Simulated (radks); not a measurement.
Values are calculated unless marked as measured or tabulated.
Species: the platinum ion Pt+. Configuration: [Kr] 4d10 4f14 5s2 5p5.75 5d9.25 (fractional occupations, a model configuration).

Code: a radial shooting solver on a logarithmic mesh with Libxc functionals. Model: Dirac Kohn-Sham, PBEsol, spin-unpolarised, spherical densities, point nucleus; open shells fill j = l - 1/2 first.

Energy parts (eV):
total: -501800.73
kinetic: 574296.32
electron-nucleus: -1261450.57
Hartree: 194925.41
exchange-correlation: -9571.89

Orbitals (lengths in bohr, moments of r in powers of bohr; <r^-3> diverges for s and p1/2; r(90%) holds 90 % of the orbital's charge):
| orbital | occ. | eigenvalue (eV) | <r> | <r^2> | r(90%) | <r^-3> | small-component weight |
|---|---|---|---|---|---|---|---|
| 1s1/2 | 2 | -78295.85 | 0.01715 | 0.0004061 | 0.0313 | - | 8.75e-02 |
| 2s1/2 | 2 | -13751.13 | 0.07170 | 0.006145 | 0.112 | - | 2.00e-02 |
| 2p1/2 | 2 | -13179.38 | 0.05907 | 0.004357 | 0.0984 | - | 2.01e-02 |
| 2p3/2 | 4 | -11451.08 | 0.06750 | 0.005548 | 0.110 | 19610 | 1.79e-02 |
| 3s1/2 | 2 | -3236.188 | 0.1866 | 0.03996 | 0.275 | - | 6.66e-03 |
| 3p1/2 | 2 | -2979.800 | 0.1768 | 0.03648 | 0.266 | - | 6.61e-03 |
| 3p3/2 | 4 | -2599.921 | 0.1923 | 0.04294 | 0.288 | 4533 | 5.97e-03 |
| 3d3/2 | 4 | -2173.329 | 0.1676 | 0.03300 | 0.261 | 790.3 | 5.86e-03 |
| 3d5/2 | 6 | -2091.441 | 0.1724 | 0.03476 | 0.267 | 658.9 | 5.69e-03 |
| 4s1/2 | 2 | -701.8929 | 0.4150 | 0.1946 | 0.596 | - | 2.25e-03 |
| 4p1/2 | 2 | -593.2082 | 0.4180 | 0.1990 | 0.608 | - | 2.15e-03 |
| 4p3/2 | 4 | -502.6418 | 0.4519 | 0.2323 | 0.656 | 1083 | 1.91e-03 |
| 4d3/2 | 4 | -324.7423 | 0.4618 | 0.2468 | 0.690 | 168.5 | 1.71e-03 |
| 4d5/2 | 6 | -307.9020 | 0.4731 | 0.2588 | 0.707 | 137.4 | 1.65e-03 |
| 5s1/2 | 2 | -110.2447 | 0.9529 | 1.020 | 1.36 | - | 5.53e-04 |
| 4f5/2 | 6 | -80.5811 | 0.5125 | 0.3201 | 0.827 | 27.96 | 1.27e-03 |
| 4f7/2 | 8 | -77.1252 | 0.5198 | 0.3295 | 0.839 | 26.58 | 1.24e-03 |
| 5p1/2 | 2 | -75.5639 | 1.034 | 1.211 | 1.50 | - | 4.69e-04 |
| 5p3/2 | 3.75 | -60.5661 | 1.135 | 1.460 | 1.65 | 175.5 | 3.95e-04 |
| 5d3/2 | 4 | -15.3615 | 1.597 | 3.036 | 2.50 | 14.48 | 2.05e-04 |
| 5d5/2 | 5.25 | -13.9714 | 1.668 | 3.320 | 2.62 | 11.25 | 1.89e-04 |
| 6s1/2 | 0 | -12.9367 | 2.685 | 8.174 | 3.95 | - | 6.92e-05 |
| 6p1/2 | 0 | -7.3100 | 3.430 | 13.48 | 5.15 | - | 4.03e-05 |
| 6p3/2 | 0 | -6.3234 | 3.802 | 16.52 | 5.68 | 11.37 | 3.26e-05 |

The highest occupied level is 5d5/2 at -13.971 eV. The density falls to 0.001 e/bohr^3 at r = 3.84 bohr. Summed over all electrons, <r^2> = 49.03 bohr^2, which gives a Langevin (diamagnetic) susceptibility term of -38.8 x 10^-6 cm^3/mol.
